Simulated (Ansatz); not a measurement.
Level of theory: B3LYP-D3(BJ)/def2-SVP run with Ansatz (a quantum-chemistry and plane-wave program). No frequencies were computed at this level.

Ansatz 0.2 input:
```yaml
crystal:
  periodic: [false, false, false]
  atoms:
    - { symbol: C, position_ang: [-1.845715, -0.485169, -0.050933] }
    - { symbol: Si, position_ang: [0.0, 0.0, 0.0] }
    - { symbol: C, position_ang: [0.824855, -0.794295, 1.527533] }
    - { symbol: C, position_ang: [0.864973, -0.620174, -1.584883] }
    - { symbol: C, position_ang: [0.155887, 1.899638, 0.108283] }
    - { symbol: H, position_ang: [-1.970388, -1.562123, -0.112787] }
    - { symbol: H, position_ang: [-2.368748, -0.146509, 0.838419] }
    - { symbol: H, position_ang: [-2.346209, -0.048692, -0.910115] }
    - { symbol: H, position_ang: [1.878345, -0.537699, 1.586846] }
    - { symbol: H, position_ang: [0.355501, -0.461846, 2.448611] }
    - { symbol: H, position_ang: [0.753853, -1.877462, 1.497405] }
    - { symbol: H, position_ang: [0.418956, -0.186414, -2.474895] }
    - { symbol: H, position_ang: [1.919267, -0.360069, -1.588126] }
    - { symbol: H, position_ang: [0.794787, -1.699843, -1.677566] }
    - { symbol: H, position_ang: [1.195931, 2.210382, 0.139078] }
    - { symbol: H, position_ang: [-0.304373, 2.384047, -0.747701] }
    - { symbol: H, position_ang: [-0.32692, 2.286227, 1.000833] }
basis:
  gaussian: { orbitals: def2-svp }
hamiltonian:
  xc: b3lyp
  dispersion: d3bj
relax:
  max_steps: 150
```

Output:

```
Functional definition: B3LYP
1491 factors; integrals over basis functions are off by at most 4.0e-4 eV
mean field evaluation 1: about -12201.2302 eV, gradient 8.3e1 eV
mean field evaluation 2: about -12195.9433 eV, gradient 9.0e1 eV
mean field evaluation 4: about -12217.9101 eV, gradient 1.7e0 eV
mean field evaluation 8: about -12217.9217 eV, gradient 5.1e-3 eV
mean field -12217.92173697 eV, -449.0003422289 hartree, gradient 1.2e-5 eV, S^2 0.000000; 0 other end points of the search recorded, 0 dependent functions left out
reference -12217.92200482 eV, -449.0003520721 hartree; 25, 25 occupied and 109, 109 virtual orbitals, 1491 factors
relax step   1: F+E_penalty+E_count = -12218.55466050 eV  Δ(F+E_penalty+E_count) = +0.000e0 eV  max|allowed force component| = 8.276e-1 eV/Å  Δτ_max = 0.0000 Å  (24 SCF iters, accepted)
these checks for a lower state are left out or cut short: starts, cluster_reference, orbital_swaps, neighbouring_geometries, increment
1491 factors; integrals over basis functions are off by at most 4.0e-4 eV
mean field evaluation 16: about -12217.9812 eV, gradient 6.7e-3 eV
mean field -12217.98402293 eV, -449.0026311955 hartree, gradient 5.2e-5 eV, S^2 0.000000; 0 other end points of the search recorded, 0 dependent functions left out
reference -12217.98428923 eV, -449.0026409821 hartree; 25, 25 occupied and 109, 109 virtual orbitals, 1491 factors
relax step   2: F+E_penalty+E_count = -12218.62148354 eV  Δ(F+E_penalty+E_count) = -6.682e-2 eV  max|allowed force component| = 3.057e-1 eV/Å  Δτ_max = 0.0205 Å  (24 SCF iters, accepted)
these checks for a lower state are left out or cut short: starts, cluster_reference, orbital_swaps, neighbouring_geometries, increment
1491 factors; integrals over basis functions are off by at most 4.0e-4 eV
mean field -12217.98821711 eV, -449.0027853291 hartree, gradient 5.5e-5 eV, S^2 0.000000; 0 other end points of the search recorded, 0 dependent functions left out
reference -12217.98848282 eV, -449.0027950936 hartree; 25, 25 occupied and 109, 109 virtual orbitals, 1491 factors
relax step   3: F+E_penalty+E_count = -12218.62738985 eV  Δ(F+E_penalty+E_count) = -5.906e-3 eV  max|allowed force component| = 4.682e-2 eV/Å  Δτ_max = 0.0067 Å  (23 SCF iters, accepted)
these checks for a lower state are left out or cut short: starts, cluster_reference, orbital_swaps, neighbouring_geometries, increment
1491 factors; integrals over basis functions are off by at most 4.0e-4 eV
mean field -12217.98835889 eV, -449.0027905393 hartree, gradient 6.2e-5 eV, S^2 0.000000; 0 other end points of the search recorded, 0 dependent functions left out
reference -12217.98862458 eV, -449.0028003031 hartree; 25, 25 occupied and 109, 109 virtual orbitals, 1491 factors
relax step   4: F+E_penalty+E_count = -12218.62754382 eV  Δ(F+E_penalty+E_count) = -1.540e-4 eV  max|allowed force component| = 5.612e-3 eV/Å  Δτ_max = 0.0010 Å  (18 SCF iters, accepted)
1491 factors; integrals over basis functions are off by at most 4.0e-4 eV
mean field evaluation 32: about -12195.8179 eV, gradient 9.0e1 eV
mean field -12217.98835889 eV, -449.0027905393 hartree, gradient 6.2e-5 eV, S^2 0.000000; 1 other end points of the search recorded, 0 dependent functions left out
reference -12217.98862458 eV, -449.0028003031 hartree; 25, 25 occupied and 109, 109 virtual orbitals, 1491 factors
Total energy: -12218.62780951 eV, -449.0262899160 hartree
Atom 0 at    -1.826663    -0.480161    -0.050407 Å, force     0.005453     0.001433     0.000150 eV/Å
Atom 1 at     0.000000    -0.000000     0.000000 Å, force    -0.000000     0.000001     0.000000 eV/Å
Atom 2 at     0.816341    -0.786095     1.511766 Å, force    -0.002437     0.002346    -0.004513 eV/Å
Atom 3 at     0.856045    -0.613773    -1.568523 Å, force    -0.002556     0.001832     0.004682 eV/Å
Atom 4 at     0.154278     1.880029     0.107164 Å, force    -0.000460    -0.005612    -0.000320 eV/Å
Atom 5 at    -1.948858    -1.574230    -0.113188 Å, force    -0.002071     0.001746     0.000071 eV/Å
Atom 6 at    -2.353996    -0.134531     0.854205 Å, force    -0.001197    -0.001359    -0.002015 eV/Å
Atom 7 at    -2.331075    -0.035047    -0.924080 Å, force    -0.001246    -0.001574     0.001820 eV/Å
Atom 8 at     1.885700    -0.523151     1.568284 Å, force    -0.001263    -0.001571     0.001810 eV/Å
Atom 9 at     0.336943    -0.446013     2.444710 Å, force     0.002077    -0.001738    -0.000081 eV/Å
Atom 10 at     0.742079    -1.885714     1.477317 Å, force     0.001203     0.001367     0.002006 eV/Å
Atom 11 at     0.400287    -0.171084    -2.469729 Å, force     0.002077    -0.001739    -0.000060 eV/Å
Atom 12 at     1.926123    -0.347701    -1.567870 Å, force    -0.001214    -0.001358    -0.002005 eV/Å
Atom 13 at     0.782505    -1.710266    -1.658836 Å, force     0.001252     0.001580    -0.001810 eV/Å
Atom 14 at     1.211629     2.191327     0.138210 Å, force    -0.002083     0.001731     0.000070 eV/Å
Atom 15 at    -0.314206     2.367947    -0.763652 Å, force     0.001207     0.001350     0.002015 eV/Å
Atom 16 at    -0.337129     2.268463     1.014633 Å, force     0.001257     0.001564    -0.001820 eV/Å
Dipole moment:     0.000000    -0.000000    -0.000000 e Å
```

Cost: about 50 core-seconds (a rough figure).
